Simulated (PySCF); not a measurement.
# First hyperpolarisability: SMILES C=Cc1ccc(N)cc1, C8H9N

Cartesian coordinates in Å; atom numbers follow the order of the lines, from 1:
```xyz
18

C     3.026    0.899   -1.044
C     2.291    0.513    0.008
C     0.859    0.206    0.040
C     0.258   -0.187    1.245
C    -1.095   -0.488    1.331
C    -1.918   -0.408    0.195
N    -3.252   -0.748    0.252
C    -1.324   -0.015   -1.020
C     0.027    0.283   -1.090
H     2.599    1.029   -2.042
H     4.094    1.099   -0.938
H     2.798    0.405    0.974
H     0.874   -0.257    2.146
H    -1.526   -0.794    2.288
H    -3.688   -0.740    1.164
H    -3.845   -0.399   -0.488
H    -1.942    0.053   -1.919
H     0.446    0.586   -2.051
```

Level of theory: quadratic response CAM-B3LYP/aug-cc-pVDZ first hyperpolarisability, Taylor convention, gas phase in PySCF. Geometry: PBE0-D3(BJ)/def2-SVP.

Problem. What is the first hyperpolarisability, and how does it disperse?

Solution. In au, Taylor convention; the vector part is βᵢ = ⅓ Σⱼ (βᵢⱼⱼ + βⱼᵢⱼ + βⱼⱼᵢ); β∥ is 3/5 of the vector part along the dipole, the dipole points from − to +:
```tsv
process	λ (nm)	β vector norm	β∥	β HRS	depolarisation ratio
static β(0;0,0)	∞	1081.0	601.5	448.1	4.98
second harmonic β(−2ω;ω,ω)	1907	1207.1	671.6	499.9	4.99
Pockels β(−ω;ω,0)	1907	1120.6	623.5	–	–
second harmonic β(−2ω;ω,ω)	1064	1589.2	883.7	657.0	4.98
Pockels β(−ω;ω,0)	1064	1216.9	677.0	–	–
```

Problem. Which lowest excitations, dipole and polarisabilities go with it?

Solution. S1 4.42 eV (f = 0.188); S2 4.67 eV (f = 0.087); S3 4.76 eV (f = 0.266); dipole 2.28 D; isotropic α 114.8 au static, 115.5 au at 1907 nm, 117.2 au at 1064 nm, 117.8 au at 953.5 nm, 126.0 au at 532 nm.
